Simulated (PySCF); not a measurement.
Compound: C₇H₁₃ (doublet state).
Structure used (GFN2-xTB), in Å, numbered top down from 1:
```
atom  x, y, z in Å
C1     2.1064   -0.5400    0.8822
C2     1.6979    0.3835   -0.1970
C3     0.5712    0.0651   -1.1061
C4    -0.7275    0.5160   -0.4553
C5    -1.0604    1.9596   -0.6916
C6    -1.5001   -0.2582    0.2977
C7    -1.3169   -1.7035    0.6293
H8     2.0939   -1.5750    0.5391
H9     1.4263   -0.4794    1.7420
H10    3.1049   -0.2980    1.2429
H11    2.0409    1.4038   -0.1488
H12    0.6834    0.6018   -2.0520
H13    0.5369   -1.0049   -1.3153
H14   -0.2212    2.5937   -0.4096
H15   -1.9342    2.2627   -0.1197
H16   -1.2629    2.1290   -1.7497
H17   -2.3913    0.1799    0.7334
H18   -1.2541   -1.8309    1.7106
H19   -0.4198   -2.1187    0.1824
H20   -2.1786   -2.2758    0.2828
```

The hyperfine couplings belong to this conformer and change with its torsions.

Identity: `C[CH]C/C(C)=C\C` [radical].

Method used: PySCF, UKS B3LYP, pcH-1 on C H, non-relativistic, mean-field spin-orbit, GIAO. Isolated species at its GFN2-xTB geometry (one conformer only). Couplings are sensitive to structure, and on GFN2-xTB geometries they can be far from those on DFT ones. No stability test was run, so a lower SCF solution isn't excluded.

Principal values of hyperfine tensors in MHz (contact and dipolar terms together), for some of the nuclei:

```json
{"atom": "H9", "isotope": "1H", "A1": "145.68", "A2": "147.76", "A3": "158.79"}
{"atom": "C2", "isotope": "13C", "A1": "26.68", "A2": "27.52", "A3": "266.35"}
{"atom": "C4", "isotope": "13C", "A1": "58.00", "A2": "60.75", "A3": "78.04"}
{"atom": "H11", "isotope": "1H", "A1": "-97.13", "A2": "-59.54", "A3": "-20.62"}
{"atom": "H8", "isotope": "1H", "A1": "36.83", "A2": "37.32", "A3": "50.70"}
{"atom": "C1", "isotope": "13C", "A1": "-33.40", "A2": "-31.75", "A3": "-28.65"}
{"atom": "H10", "isotope": "1H", "A1": "24.96", "A2": "25.66", "A3": "39.36"}
{"atom": "C3", "isotope": "13C", "A1": "-30.34", "A2": "-27.97", "A3": "-25.38"}
```

**Question.** Give the isotropic coupling of each nucleus in MHz and in mT (g = 2.0026), and the anisotropic part.

**Answer.** a_iso is a third of the trace, T = A − a_iso, and a(mT) = a(MHz)/(g × 13.996).

```csv
atom,a_iso (MHz),a_iso (mT),T1,T2,T3
H9,150.74,5.378,-5.07,-2.98,8.05
C2,106.85,3.812,-80.17,-79.33,159.50
C4,65.60,2.340,-7.59,-4.85,12.44
H11,-59.10,-2.108,-38.03,-0.44,38.48
H8,41.61,1.485,-4.79,-4.29,9.08
C1,-31.26,-1.115,-2.13,-0.48,2.62
H10,29.99,1.070,-5.03,-4.34,9.37
C3,-27.90,-0.995,-2.45,-0.07,2.52
```

**Question.** What spin density at the nucleus of H8 lies behind its contact coupling (g_N = 5.58569)?

**Answer.** a_FC = (2μ0/3) gₑ μB g_N μN ρ(0)/(2S·h) = 800.24 MHz × g_N × ρ(0)/(2S), with ρ in bohr⁻³. With a_FC = 41.61 MHz and 2S = 1, ρ(0) = 0.00931 bohr⁻³. In magnitude that is 2.9 % of the 1/π = 0.318 of a free hydrogen atom.

**Question.** H12 (1H, g_N = 5.58569) isn't in the table. Its spin density at the nucleus is 0.008729 bohr⁻³. What is its contact coupling?

**Answer.** By the same relation, a_FC = 39.0 MHz. Its full tensor has the principal values 33.87, 34.50, 48.68 MHz.

**Question.** Name the largest traceless tensor T of the table and describe it.

**Answer.** C2: -80.2, -79.3, 159.5 MHz, axial, in the ratio −1:−1:+2, the form that spin in one p orbital centred on that nucleus gives.

**Question.** What first-order splitting does H9 cause when the field lies along A1, A2 or A3 of its tensor (g taken as isotropic, no quadrupole term)?

**Answer.** 2 lines (I = 1/2), spaced by |A_i|/(g × 13.996): 5.20, 5.27, 5.67 mT along the axes of A1, A2 and A3.
